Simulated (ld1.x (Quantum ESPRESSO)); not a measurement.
Transferability test, TM potential for nitrogen (N)

```
Element                 : nitrogen
Generator               : ld1.x (Quantum ESPRESSO) 7.5
Type                    : norm-conserving Troullier–Martins (Kleinman–Bylander form)
Functional              : PBE
Relativity              : non-relativistic
Frozen core             : [He]
Valence charge          : 5
Reference configuration : 2s2 2p3
Partial waves           : 2s (bound): rc 0.68 bohr; 2p (bound): rc 1.26 bohr
Local potential         : the p channel
Core correction         : none
```

Energies are relative to the spin-unpolarised reference configuration 2s2 2p3; without spin polarisation the order of configurations can differ from experiment.

| valence configuration | charge | ΔE all-electron (eV) | error AE − PS (meV) |
| --- | --- | --- | --- |
| 2s2 2p2 | +1 | 13.597 | +7.2 |
| 2s2 2p1 | +2 | 42.456 | +91 |
| 2s2 2p0 | +3 | 89.541 | +496 |
| 2s2 2p2.5 | +0.5 | 5.096 | +0.8 |
| 2s0 2p5 | 0 | 22.981 | +86 |
| 2s2 2p3.3 | -0.3 | -1.620 | 0.0 |

Question: What are ΔE and the potential's error for 2s1 2p0?

Answer: ΔE = 167.310 eV all-electron; the error (AE − PS) is +832 meV.

Levels in the configuration 2s2 2p2:

| level | all-electron (eV) | pseudo (eV) |
| --- | --- | --- |
| 2s | -32.434 | -32.455 |
| 2p | -20.694 | -20.669 |
